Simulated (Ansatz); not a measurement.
Reaction (formal exchange of groups at the Si–C bond): `C[SiH]([GeH3])C#N` + `CC(C)F` → `C[SiH](F)[GeH3]` + `CC(C)C#N`

Isolated molecules relaxed with PBE0-D4/def2-TZVP in Ansatz; ΔE leaves out vibrations. CCSD(T)/CBS adds triple-zeta CCSD(T) − MP2 to the extrapolated MP2 energy (def2 sets, frozen cores). DFT in def2-TZVPP. For Ge outer-core shells are correlated without core-valence functions, which leaves a few kJ/mol of doubt a bond. Scalar relativity is left out up to krypton.

`C[SiH]([GeH3])C#N`:

```xyz
12

C     0.225    0.555    1.706
Si    0.019    0.659   -0.145
Ge   -1.027   -1.257   -1.093
C     1.704    0.773   -0.911
N     2.754    0.804   -1.387
H     0.797   -0.333    1.981
H     0.750    1.435    2.085
H    -0.752    0.499    2.190
H    -0.686    1.901   -0.552
H    -2.448   -1.394   -0.521
H    -0.225   -2.517   -0.733
H    -1.111   -1.125   -2.620
```

`CC(C)F`:

```xyz
11

C    -1.070    0.551    0.457
C    -0.153   -0.557    0.005
C     1.223   -0.086   -0.392
F    -0.735   -1.184   -1.098
H    -2.062    0.159    0.685
H    -0.673    1.029    1.356
H    -1.165    1.309   -0.324
H    -0.078   -1.326    0.783
H     1.155    0.664   -1.183
H     1.825   -0.921   -0.754
H     1.733    0.361    0.465
```

`C[SiH](F)[GeH3]`:

Cartesian coordinates in Å:
```
C -0.241 -0.450 1.673
Si 0.830 -0.080 0.200
F 1.772 1.178 0.547
Ge -0.449 0.460 -1.736
H -0.860 -1.329 1.474
H 0.373 -0.659 2.553
H -0.902 0.388 1.904
H 1.733 -1.228 -0.086
H -1.331 -0.741 -2.127
H -1.376 1.659 -1.469
H 0.452 0.800 -2.934
```

`CC(C)C#N`:

```xyz
12

C    -1.098    0.150   -0.780
C    -0.103   -0.358    0.262
C     1.345   -0.084   -0.139
C    -0.389    0.232    1.567
N    -0.610    0.712    2.588
H    -2.126   -0.064   -0.486
H    -0.998    1.229   -0.912
H    -0.903   -0.334   -1.739
H    -0.237   -1.440    0.378
H     2.044   -0.463    0.607
H     1.515    0.989   -0.254
H     1.559   -0.569   -1.093
```

```json
{"species": "`C[SiH]([GeH3])C#N`", "LC-ωPBE energy (Eh)": "-2501.27868"}
{"species": "`CC(C)F`", "LC-ωPBE energy (Eh)": "-218.34858"}
{"species": "`C[SiH](F)[GeH3]`", "LC-ωPBE energy (Eh)": "-2508.36241"}
{"species": "`CC(C)C#N`", "LC-ωPBE energy (Eh)": "-211.31855"}
```

Problem. Work out ΔE.

Solution. ΔE = (-2508.36241) + (-211.31855) − (-2501.27868) − (-218.34858) = -0.05370 Eh = -141.0 kJ/mol. CCSD(T)/CBS gives -142.9 kJ/mol.

Largest T1 diagnostic among the species: 0.012.

At CCSD(T), def2-SVP lies +15.1 kJ/mol from the extrapolated value and def2-TZVPP +3.1 kJ/mol. From r2SCAN to r2SCAN0 (25 % exact exchange), in def2-TZVPP and without D4, ΔE moves by −4.1 kJ/mol. Leaving LDA and LC-ωPBE aside and taking each functional with its dispersion term where it has one, the values, not all of them listed here, spread over 11.8 kJ/mol, from PBE-QIDH to revPBE-D4. LDA lies −5.6 kJ/mol from PBE without D4.
